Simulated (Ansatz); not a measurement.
`[CH3][W](=[O])(=[O])[Cl]` + H–F → `[O]=[W](=[O])([F])[Cl]` + CH₄ at 700 K and 1 bar (ligand exchange at a W–C bond).

Program: Ansatz. Geometries: PBE0-D4/def2-TZVP. ΔE: electronic, gas phase. CCSD(T)/CBS is the MP2 limit (def2-TZVPP, def2-QZVPP) plus CCSD(T) − MP2 in def2-TZVPP, frozen cores. This one scheme is used for every species. def2 core potentials past Kr. For W outer-core shells are correlated without core-valence functions, which leaves a few kJ/mol of doubt a bond.

```json
{"species": "`[CH3][W](=[O])(=[O])[Cl]`", "CCSD(T)/CBS energy (Eh)": "-717.09811", "H − E (kJ/mol)": "184.0", "S (J/(mol·K))": "462.0"}
{"species": "H–F", "CCSD(T)/CBS energy (Eh)": "-100.39570", "H − E (kJ/mol)": "45.2", "S (J/(mol·K))": "198.5"}
{"species": "`[O]=[W](=[O])([F])[Cl]`", "CCSD(T)/CBS energy (Eh)": "-777.07652", "H − E (kJ/mol)": "81.9", "S (J/(mol·K))": "417.7"}
{"species": "CH₄", "CCSD(T)/CBS energy (Eh)": "-40.46206", "H − E (kJ/mol)": "145.9", "S (J/(mol·K))": "224.0"}
```

H − E and S are ideal-gas, rigid-rotor, harmonic terms from PBE0-D4/def2-TZVP. 1 Eh = 2625.50 kJ/mol, R = 8.31446 J/(mol·K).

Task: By hand: ΔE, ΔH, ΔS and ΔG.

Result: ΔE = (-777.07652) + (-40.46206) − (-717.09811) − (-100.39570) = -0.04477 Eh = -117.5 kJ/mol. Δ(H − E) = 81.9 + 145.9 − 184.0 − 45.2 = -1.4, so ΔH = -118.9 kJ/mol. ΔS = 417.7 + 224.0 − 462.0 − 198.5 = -18.8 J/(mol·K). ΔG = -118.9 − 700 × (-18.8)/1000 = -105.7 kJ/mol.

Task: By hand: the equilibrium constant, and the temperature at which ΔG would vanish if ΔH and ΔS stayed fixed.

Result: log₁₀ K = −ΔG/(RT ln 10) = 7.9. ΔG = 0 at ΔH/ΔS = 6324 K, far beyond where these terms or the molecules hold.

ΔH outweighs TΔS. A doubt of 5 kJ/mol in ΔE shifts log₁₀ K by 0.4 here. These are equilibria of isolated gas molecules and say nothing of rates. Largest T1 diagnostic: 0.023 (customary marks: 0.02 for closed shells, 0.045 for open ones).
